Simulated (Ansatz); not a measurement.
Ag2S (the lowest singlet isomer of a short search) was relaxed with PBE-D4 (def2-TZVP) in Ansatz in these states: neutral quintet, neutral singlet, neutral triplet. The geometries follow in no particular order.

In the def2 sets Ag takes a core potential; there is no spin–orbit coupling.

A:

```xyz
3

Ag   -1.399   -0.524   -0.470
Ag    1.124   -0.834    0.703
S     0.275    1.358   -0.232
```

B:

Cartesian coordinates in Å:
```
Ag -1.317 0.502 0.608
Ag 0.772 -1.283 0.336
S 0.544 0.781 -0.945
```

C:

Cartesian coordinates in Å:
```
Ag 1.5057 -0.4407 -0.3194
Ag -0.9071 1.3059 -0.1875
S -0.5986 -0.8652 0.5069
```

Judge from the bond lengths which geometry belongs to which state (an estimate).

A is the neutral quintet (Ag2–S3 2.529 Å, Ag1–S3 2.529 Å, Ag1–Ag2 2.800 Å); B is the neutral triplet (Ag2–S3 2.440 Å, Ag1–S3 2.440 Å, Ag1–Ag2 2.761 Å); C is the neutral singlet (Ag2–S3 2.300 Å, Ag1–S3 2.300 Å, Ag1–Ag2 2.982 Å).

At PBE0-D4/def2-TZVP a singlet lies 4.25 eV below the neutral quintet. At PBE0-D4/def2-TZVP a singlet lies 1.34 eV below the neutral triplet. These are the stationary points nearest to one start from a short search; other shapes may lie lower in each state.
